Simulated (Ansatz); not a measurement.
Basis sets compared for cis-NiCl2(PH3)2 (NiP2H6Cl2). Total charge 0; singlet. Geometry B3LYP-D4/def2-SVP. Ansatz on 4 threads of Arm Neoverse V1 on a shared host; times are rough, and most runs start from earlier orbitals.

Cartesian coordinates in Å:
```
Ni 0.7211 -0.4213 -0.4776
Cl 1.2434 -2.5379 -0.7439
Cl 2.3732 0.4252 -1.6515
P 0.2592 1.6910 -0.2524
H -0.8663 2.1494 0.5009
H 0.0284 2.4105 -1.4460
H 1.2598 2.4885 0.3463
P -0.8900 -1.3224 0.6703
H -0.5026 -2.1332 1.7603
H -1.7352 -2.2109 -0.0312
H -1.8910 -0.5388 1.3248
```

The order of the spin states hangs on the level: the triplet lies 0.18 eV below the singlet at PBE0-D4/def2-TZVP, but 0.54 eV above it at PBE-D4/def2-TZVP.

```json
{"level": "PBE-D4/def2-SVP", "functions": "133", "energy (Eh)": "-3113.4984", "HOMO (eV)": "-4.94", "LUMO (eV)": "-3.30", "wall time": "2 s"}
{"level": "PBE0-D4/def2-SVP", "functions": "133", "energy (Eh)": "-3113.6182", "HOMO (eV)": "-6.75", "LUMO (eV)": "-2.07", "wall time": "2.7 s"}
```

(1) Estimate the rows for PBE-D4/def2-TZVP (with forces), PBE0-D4/def2-TZVP.

Results:

(1) 
```json
{"level": "PBE-D4/def2-TZVP (with forces)", "functions": "229", "energy (Eh)": "-3114.3005", "HOMO (eV)": "-5.50", "LUMO (eV)": "-3.71", "wall time": "3.9 s"}
{"level": "PBE0-D4/def2-TZVP", "functions": "229", "energy (Eh)": "-3114.4017", "HOMO (eV)": "-7.16", "LUMO (eV)": "-2.54", "wall time": "6.5 s"}
```
